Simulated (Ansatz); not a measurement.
`N=COCN` and `NCO[SiH2]Cl` differ in one atom or group.

Ansatz, PBE0-D4/def2-TZVP geometries, multiplicity 1. Each molecule was computed in one conformer, which needn't be the lowest.

```
                                        property  `N=COCN`
            HOMO–LUMO gap (PBE0/def2-TZVPP) / eV      8.24
               HOMO energy (PBE/def2-TZVPP) / eV     -5.97
             HOMO–LUMO gap (PBE/def2-TZVPP) / eV      5.64
              LUMO energy (PBE0/def2-TZVPP) / eV      0.73
size of the dipole moment (B3LYP/def2-TZVPP) / D      3.68
              HOMO energy (PBE0/def2-TZVPP) / eV     -7.50
```

Problem. Give the same properties after the change, and the shifts. (An estimate is asked.)

Solution. The calculation gave: 
```
                                        property  `NCO[SiH2]Cl`  shift
            HOMO–LUMO gap (PBE0/def2-TZVPP) / eV           8.38   0.14
               HOMO energy (PBE/def2-TZVPP) / eV          -6.32  -0.35
             HOMO–LUMO gap (PBE/def2-TZVPP) / eV           6.02   0.38
              LUMO energy (PBE0/def2-TZVPP) / eV           0.56  -0.17
size of the dipole moment (B3LYP/def2-TZVPP) / D           1.49  -2.19
              HOMO energy (PBE0/def2-TZVPP) / eV          -7.82  -0.32
```

With PBE0 the HOMO falls by 0.32 eV and the LUMO falls by 0.17 eV, so the gap widens by about 0.15 eV. PBE moves the HOMO by -0.35 eV and ωB97M-V by -0.34 eV. Dipoles are sizes alone; their direction can turn.

B3LYP here is the variant with VWN-RPA as its local correlation; programs differ in this.
